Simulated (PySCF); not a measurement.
# Spin states of SbBr

Unrestricted PBE0; basis Sb x2c-TZVPPall, Br x2c-TZVPPall; spin-free X2C with a Gaussian nucleus; PySCF 2.14. Outer shells of the fragments: Sb 4d10 5s2 5p3; Br 3d10 4s2 4p5.

Followed along the bond (rough minima from three points):

```csv
2Ms+1,unpaired,⟨S²⟩ at the start,R at minimum (Å),Te (eV)
3,π ↑↑,2.01,2.50,0.00
1,π ↑↓,1.01,2.49,0.29
1,none,0.00,2.48,1.17
5,"σ ↑↑, π ↑↑",6.00,none in the scan,≤ 4.21
```

Solutions found at the starting distance of 2.480 Å, counted from the lowest of them; the search is not exhaustive and high or unbound solutions are not listed, so other states can lie among these:

```tsv
2Ms+1	unpaired	term	E (eV)	⟨S²⟩	⟨Lz²⟩	μ (D)
3	π ↑↑	³Σ⁻	0.00	2.01	0.00	-1.81
1	π ↑↓	mixed	0.29	1.01	2.02	-1.74
1	none	mixed	1.16	0.00	2.01	-1.52
3	σ ↑, π ↑	³Π	2.77	2.01	1.01	-2.00
1	σ ↓, π ↑	mixed	3.03	1.01	1.01	-1.94
3	π ↑↑	mixed	4.58	2.01	2.02	3.19
3	σ ↑, π ↑	³Π	4.59	2.01	1.01	0.73
1	σ ↓, π ↑	mixed	4.85	1.01	1.01	0.99
5	σ ↑↑, π ↑↑	⁵Σ⁻	5.01	6.00	0.00	0.06
5	σ ↑, π ↑↑↑	⁵Π	5.15	6.00	1.01	2.47
3	σ ↑, π ↑↑↓	mixed	5.73	3.01	3.03	2.51
1	σ ↓↓, π ↑↑	mixed	6.02	2.01	0.00	0.60
```

A term symbol is given only where ⟨S²⟩ and ⟨Lz²⟩ are close to those of a pure state; real π, δ and φ orbitals otherwise mix terms. A positive dipole means Sb(−)Br(+).

Spin–orbit coupling is left out. Counting both spins, an empty level lies below a filled one in some of these solutions, because spin and occupation are held.
